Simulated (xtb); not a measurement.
F4Ti, charge -1, doublet, at a GFN2-xTB geometry (such geometries of metal compounds can be far from the true shape) (the multiplicity is a formal guess); GFN2-xTB with GBSA(toluene) in xtb.

The xtb input:
```
$ xtb mol.xyz --gfn 2 --chrg -1 --uhf 1 --gbsa toluene --json

# file mol.xyz
5

Ti    -0.00000000    -0.00000000    -0.00000000
F      1.24118707     0.52094629    -1.19108730
F      1.05052930    -0.83865025     1.19317781
F     -1.25479205    -0.63428937    -1.11972909
F     -1.03692432     0.95199333     1.11763858
```

It wrote (shortened):

```
   ID    Z sym.   atoms
    1   22 Ti     1
    2    9 F      2-5

           -------------------------------------------------
          |                Calculation Setup                |
           -------------------------------------------------

           -------------------------------------------------
          |                 G F N 2 - x T B                 |
           -------------------------------------------------

      * Solvation model:               GBSA
        Solvent                        toluene
        Parameter file                 internal GFN2-xTB/GBSA
        Dielectric constant                7.0000E+00
        Reference state                gsolv [1 M gas/solution]
        Free energy shift                  4.5239E-03 Eh       2.8388E+00 kcal/mol
        Temperature                        2.9815E+02 K
        Density                            8.6700E-01 kg/L
        Solvent mass                       9.2140E+01 g/mol
        Interaction kernel             Still
        Born radius scaling (c1)           1.5686E+00
        Born radii integrator          GBOBC
        Born offset                        0.0000E+00 a0       0.0000E+00 AA
        H-bond correction              false
        Ion screening                  false
        Surface tension                    1.0000E-05 Eh       1.5569E+01 dyn/cm
        Grid points                               230 per atom

          ...................................................
          :                      SETUP                      :
          :.................................................:
          :  # basis functions                  26          :
          :  # atomic orbitals                  25          :
          :  # shells                           11          :
          :  # electrons                        33          :
          :  max. iterations                   250          :
          :  Hamiltonian                  GFN2-xTB          :
          :  restarted?                      false          :
          :  GBSA solvation                   true          :
          :  PC potential                    false          :
          :  electronic temp.          300.0000000     K    :
          :  accuracy                    1.0000000          :
          :  -> integral cutoff          0.2500000E+02      :
          :  -> integral neglect         0.1000000E-07      :
          :  -> SCF convergence          0.1000000E-05 Eh   :
          :  -> wf. convergence          0.1000000E-03 e    :
          :  Broyden damping             0.4000000          :
          :  net charge                         -1          :
          :  unpaired electrons                  1          :
          ...................................................

 iter      E             dE          RMSdq      gap      omega  full diag
   1    -21.1800250 -0.211800E+02  0.577E+00    0.69       0.0  T
   2    -21.2200202 -0.399952E-01  0.341E+00    0.64       1.0  T
   3    -21.2210480 -0.102774E-02  0.161E+00    0.63       1.0  T
   4    -21.2211078 -0.598578E-04  0.175E-01    0.63       1.0  T
   5    -21.2210947  0.130774E-04  0.144E-01    0.63       1.0  T
   6    -21.2211222 -0.274351E-04  0.861E-02    0.63       1.0  T
   7    -21.2211352 -0.130742E-04  0.390E-03    0.63      11.5  T
   8    -21.2211353 -0.224065E-07  0.889E-04    0.63      50.3  T
   9    -21.2211353 -0.643674E-09  0.689E-05    0.63     649.4  T

   *** convergence criteria satisfied after 9 iterations ***

         :::::::::::::::::::::::::::::::::::::::::::::::::::::
         ::                     SUMMARY                     ::
         :::::::::::::::::::::::::::::::::::::::::::::::::::::
         :: total energy             -21.195980487777 Eh    ::
         :: total w/o Gsasa/hb       -21.199183103885 Eh    ::
         :: gradient norm              0.001343688139 Eh/a0 ::
         :: HOMO-LUMO gap              0.631348982715 eV    ::
[...]
         #    Occupation            Energy/Eh            Energy/eV
      -------------------------------------------------------------
         1        2.0000           -0.7983219             -21.7234
       ...           ...                  ...                  ...
         5        2.0000           -0.4744934             -12.9116
         6        2.0000           -0.4533881             -12.3373
         7        2.0000           -0.4456705             -12.1273
         8        2.0000           -0.4456705             -12.1273
         9        2.0000           -0.4400013             -11.9730
        10        2.0000           -0.4386251             -11.9356
        11        2.0000           -0.4384173             -11.9299
        12        2.0000           -0.4384173             -11.9299
        13        2.0000           -0.4367884             -11.8856
        14        2.0000           -0.4349006             -11.8342
        15        2.0000           -0.4349006             -11.8342
        16        2.0000           -0.4346564             -11.8276
        17        1.0000           -0.2336016              -6.3566 (HOMO)
        18        0.0000           -0.2103999              -5.7253 (LUMO)
        19                         -0.1957173              -5.3257
        20                         -0.1957173              -5.3257
        21                         -0.1335436              -3.6339
        22                          0.2847258               7.7478
        23                          0.3023500               8.2274
        24                          0.6022192              16.3872
        25                          0.6022192              16.3872
      -------------------------------------------------------------
                  HL-Gap            0.0232016 Eh            0.6313 eV
             Fermi-level           -0.2780649 Eh           -7.5665 eV

     #   Z          covCN         q      C6AA      α(0)
     1  22 Ti       2.654     0.934   109.040    25.517
     2   9 F        0.663    -0.483    14.644     4.517
     3   9 F        0.663    -0.483    14.644     4.517
     4   9 F        0.663    -0.483    14.644     4.517
     5   9 F        0.663    -0.483    14.644     4.517

 Mol. C6AA /au·bohr⁶  :        593.443845
 Mol. C8AA /au·bohr⁸  :      28210.235592
 Mol. α(0) /au        :         43.585623

Wiberg/Mayer (AO) data.
largest (>0.10) Wiberg bond orders for each atom

 ---------------------------------------------------------------------------
     #   Z sym  total        # sym  WBO       # sym  WBO       # sym  WBO
 ---------------------------------------------------------------------------
     1  22 Ti   3.278 --     4 F    0.820     2 F    0.820     3 F    0.820
                             5 F    0.820
     2   9 F    0.902 --     1 Ti   0.820
     3   9 F    0.902 --     1 Ti   0.820
     4   9 F    0.902 --     1 Ti   0.820
     5   9 F    0.902 --     1 Ti   0.820
 ---------------------------------------------------------------------------

Topologies differ in total number of bonds
Writing topology from bond orders to xtbtopo.mol

molecular dipole:
                 x           y           z       tot (Debye)
 q only:       -0.000      -0.000      -0.000
   full:       -0.000      -0.000      -0.000       0.000
molecular quadrupole (traceless):
                xx          xy          yy          xz          yz          zz
 q only:       -2.554       1.102       5.242      -0.055      -0.396      -2.687
  q+dip:       -2.759       1.191       5.661      -0.059      -0.428      -2.902
   full:       -2.780       1.200       5.705      -0.060      -0.431      -2.925

           -------------------------------------------------
          | TOTAL ENERGY              -21.195980487777 Eh   |
          | GRADIENT NORM               0.001343688139 Eh/α |
          | HOMO-LUMO GAP               0.631348982715 eV   |
           -------------------------------------------------

normal termination of xtb
```
